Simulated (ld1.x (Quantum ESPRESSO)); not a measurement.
# Transferability test, TM potential for Be

```json
{
  "Element": "beryllium",
  "Generator": "ld1.x (Quantum ESPRESSO) 7.5",
  "Type": "norm-conserving Troullier–Martins (Kleinman–Bylander form)",
  "Functional": "PBE",
  "Relativity": "scalar-relativistic",
  "Frozen core": "[He]",
  "Valence charge": "2",
  "Reference configuration": "2s2 2p0",
  "Partial waves": "2s (bound): rc 2.15 bohr; 2p (bound, empty): rc 3.25 bohr; 3d channel at 0.35 Ry: rc 3.25 bohr",
  "Local potential": "the d channel",
  "Core correction": "a·sin(br)/r model core inside 1.95 bohr"
}
```

Energies are relative to the spin-unpolarised reference configuration 2s2 2p0; without spin polarisation the order of configurations can differ from experiment.

| valence configuration | charge | ΔE all-electron (eV) | error AE − PS (meV) |
| --- | --- | --- | --- |
| 2s1 2p0 | +1 | 9.551 | +9.6 |
| 2s1 2p1 | 0 | 3.612 | -7.5 |
| 2s0 2p1 | +1 | 13.460 | -77 |

**Question.** What are ΔE and the potential's error for 2s0 2p2?

**Answer.** ΔE = 7.251 eV all-electron; the error (AE − PS) is -27 meV.

**Question.** What are ΔE and the potential's error for 2s1.5 2p0?

**Answer.** ΔE = 3.761 eV all-electron; the error (AE − PS) is +1.5 meV.
